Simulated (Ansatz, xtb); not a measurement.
**Group exchange: C3H9N + SiH3(OH) → C3H10Si + H3NO**

Species: C3H9N (isopropylamine) `CC(C)N`, singlet; SiH3(OH) (silanol), singlet; C3H10Si `CC(C)[SiH3]`, singlet; H3NO (hydroxylamine) `NO`, singlet. The partners trade NH2 for SiH3: C–NH2 and O–SiH3 bonds give way to C–SiH3 and O–NH2.

Shapes, held fixed at every level: PBE0-D4/def2-TZVP. Flexible molecules stand in one conformer, not always the lowest. Programs: Ansatz 0.2.0, xtb 6.7.1, xtb 6.7.1 later snapshot. The zero-point and thermal change to 298 K, harmonic and unscaled (PBE0-D4/def2-TZVP), is -0.3 kJ/mol.

```csv
level,kind,ΔH(298 K) (kJ/mol),less CCSD(T)/CBS estimate,CPU time (sum over the molecules)
GFN0-xTB,semi-empirical,+192.5,-79.6,0.13 s
HF/def2-SVP,Hartree–Fock,+273.5,+1.4,–
SPW92/def2-TZVPP,LDA,+256.3,-15.8,13 s
wB97M-V/def2-TZVPP,range-separated hybrid,+263.2,-8.9,90 s
wB97X-V/def2-TZVPP,range-separated hybrid,+260.1,-12.0,63 s
MP2/def2-TZVPP,perturbation theory,+281.4,+9.3,–
CCSD(T)/def2-TZVPP,coupled cluster or CI,+268.2,-3.9,13 min
CCSD(T)/CBS estimate,coupled cluster or CI,+272.1,0.0,16 min
```

The highest level, CCSD(T)/CBS estimate, gives ΔH(298 K) = +272.1 kJ/mol; the levels span +192.5 to +281.4. GFN0-xTB strays far from the other rows. The column of differences is taken from that level and isn't an error. No measured value is set beside it here. The CBS estimate extrapolates MP2 from def2-TZVPP and def2-QZVPP and adds CCSD(T) − MP2 in the triple-zeta set, cores frozen. Times are processor times on shared x86 and Arm servers, and rough.
